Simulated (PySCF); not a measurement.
## Orbital picture of TlI

r²SCAN0 at R = 2.873 Å; Tl def2-SVP with ECP60, I def2-SVP with ECP28; scalar-relativistic core potentials (PySCF 2.14). State: ¹Σ⁺ (singlet), closed shell. Only the outer orbitals are listed, counted within each symmetry, core potentials removing the inner ones.

```csv
orbital,occ.,ε (eV),on Tl (%),main shells (%)
8σ,2,-11.60,85,"85 Tl s, 12 I p"
9σ,2,-7.05,31,"69 I p, 18 Tl p, 11 Tl s"
5π,2,-6.98,5,95 I p
5π,2,-6.98,5,95 I p
6π,0,-1.80,95,95 Tl p
6π,0,-1.80,95,95 Tl p
10σ,0,-0.07,89,"86 Tl p, 13 I p"
```

**Question.** Which are the highest filled and the lowest empty level, where do they sit, and how wide is the gap?

**Answer.** Highest filled 5π at -6.98 eV (in %: 95 I p); lowest empty 6π at -1.80 eV (in %: 95 Tl p); the gap at r²SCAN0 is 5.18 eV.

```
bond order (Mayer)                              : 0.99
⟨S²⟩                                            : 0.000
charge on Tl (Mulliken, basis-dependent)        : 0.42
charge on Tl (Löwdin, basis-dependent)          : 0.21
dipole moment (positive dipole means Tl(−)I(+)) : -4.83 D
```

Spin–orbit coupling is left out, which matters for elements this heavy, above all for dissociation energies.
